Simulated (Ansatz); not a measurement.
`C[SiH]([SiH3])[SiH3]` → `[CH2]` (triplet) + `[SiH3][SiH2][SiH3]` at 400 K and 1 bar (formal loss of a carbene).

Calculated with Ansatz (gas phase, PBE0-D4/def2-TZVP geometries, no zero-point term in ΔE). CCSD(T)/CBS is the MP2 limit (def2-TZVPP, def2-QZVPP) plus CCSD(T) − MP2 in def2-TZVPP, frozen cores. This one scheme is used for every species. Triplets are unrestricted, without spin–orbit coupling.

```csv
species,CCSD(T)/CBS energy (Eh),H − E (kJ/mol),S (J/(mol·K))
`C[SiH]([SiH3])[SiH3]`,-911.30140,293.0,438.2
`[CH2]` (triplet),-39.09499,59.0,205.7
`[SiH3][SiH2][SiH3]`,-872.02658,209.1,385.6
```

H − E and S are ideal-gas, rigid-rotor, harmonic terms from PBE0-D4/def2-TZVP, with the whole ground term of open shells counted as degenerate. 1 Eh = 2625.50 kJ/mol, R = 8.31446 J/(mol·K).

**Question.** By hand: ΔE, ΔH, ΔS and ΔG.

**Answer.** ΔE = (-39.09499) + (-872.02658) − (-911.30140) = 0.17983 Eh = 472.1 kJ/mol. Δ(H − E) = 59.0 + 209.1 − 293.0 = -24.9, so ΔH = 447.2 kJ/mol. ΔS = 205.7 + 385.6 − 438.2 = 153.1 J/(mol·K). ΔG = 447.2 − 400 × (153.1)/1000 = 386.0 kJ/mol.

**Question.** By hand: the equilibrium constant, and the temperature at which ΔG would vanish if ΔH and ΔS stayed fixed.

**Answer.** log₁₀ K = −ΔG/(RT ln 10) = -50.4. ΔG = 0 at ΔH/ΔS = 2921 K, far beyond where these terms or the molecules hold.

The number of gas molecules changes by +1, which sets the sign of ΔS. A doubt of 5 kJ/mol in ΔE shifts log₁₀ K by 0.7 here. A triplet takes part, so the spin changes. These are equilibria of isolated gas molecules and say nothing of rates. Largest T1 diagnostic: 0.013 (customary marks: 0.02 for closed shells, 0.045 for open ones).
